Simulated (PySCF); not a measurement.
A side-by-side comparison of computed properties.

First species: C5H4F3NO.
Bonds: C1–C2 (double), C2–C3, C3–C4, C4–N5 (triple), C2–O6, O6–C7, C7–F8, C7–F9, C7–F10. Hydrogens: H11, H12 on C1; H13, H14 on C3.

Second species: C5H10FNSi.
Numbering: `[NH2:1][SiH2:2][C@@H:3]1[CH:4]=[CH:5][CH2:6][C@H:7]1[F:8]` (hydrogens: H9, H10 on N1; H11, H12 on Si2; H13 on C3; H14 on C4; H15 on C5; H16, H17 on C6; H18 on C7)

Cartesian coordinates in Å at the GFN2-xTB level; atoms count from 1:
```
atom  x, y, z in Å
N1     2.5424   -0.7754    1.0306
Si2    0.9923   -1.3388    0.5451
C3     0.3248    0.0146   -0.6214
C4     0.1990    1.3255    0.0835
C5    -1.0616    1.6710    0.2846
C6    -2.0124    0.6601   -0.2845
C7    -1.1020   -0.2724   -1.0927
F8    -1.2180    0.0286   -2.4439
H9     3.0704   -1.3107    1.6993
H10    3.1628   -0.3719    0.3468
H11    0.9548   -2.6204   -0.1800
H12    0.1921   -1.4345    1.7656
H13    0.9794    0.0981   -1.4926
H14    1.0675    1.8763    0.3981
H15   -1.4164    2.5548    0.7848
H16   -2.5291    0.1130    0.5076
H17   -2.7646    1.1142   -0.9322
H18   -1.3900   -1.3257   -1.0172
```

Levels: PBE0/def2-SVPD for HOMO energy, LUMO energy, HOMO–LUMO gap and static isotropic polarisability; TDDFT PBE0/def2-SVPD for lowest singlet excitation; TDA PBE0/def2-SVPD for lowest triplet excitation (Tamm–Dancoff). Geometries: GFN2-xTB. All species are isolated and taken at one optimised geometry, non-relativistic unless stated; the electronic structure was computed with PySCF and density fitting.

Dipoles, sizes and rotational constants follow the conformer. The torsions of the flexible species, by atom-mapped SMILES:
- `[CH2:1]=[C:2]([CH2:3][C:4]#[N:5])[O:6][C:7]([F:8])([F:9])[F:10]`: C1–C2–C3–C4 82°, C1–C2–O6–C7 -3°, C2–O6–C7–F8 -179°

The conformers of `N[SiH2][C@@H]1C=CC[C@H]1F` aren't listed.

Problem. Which of the two has the higher HOMO energy, and by how much?

Solution. The second: -6.88 eV against -8.38 eV, a difference of 1.50 eV.

Problem. Which has the higher HOMO–LUMO gap?

Solution. The first: 7.50 eV against 6.98 eV, a difference of 0.52 eV.

Problem. Which of the two has the higher T1 energy, and by how much?

Solution. The first: 4.31 eV against 4.24 eV, a difference of 0.07 eV.

Problem. Which of the two has the higher static isotropic polarisability, and by how much?

Solution. The second: 90.0 au against 68.0 au, a difference of 22.0 au.

Problem. Which of the two has the higher LUMO energy, and by how much?

Solution. The second: 0.10 eV against -0.88 eV, a difference of 0.98 eV.

Problem. Which has the higher S1 energy?

Solution. The first: 6.87 eV against 6.10 eV, a difference of 0.77 eV.

On the first: The principal polarisabilities are 58.8, 68.0 and 77.0 au; their mean is the isotropic value. No computed singlet falls in the visible range (750 to 380 nm, 1.65 to 3.26 eV); S1 lies 3.61 eV above its blue end.

On the second: The vertical singlet–triplet gap S1 − T1 is 1.86 eV (TDDFT singlet less Tamm–Dancoff triplet; S1: HOMO→LUMO, weight 0.77; T1: HOMO→LUMO, weight 0.44, beside HOMO→LUMO+1, weight 0.42). The polarisability is 13.34 Å³ as a volume (1 au = 0.148185 Å³), or 1.29 au for each of the 70 electrons.
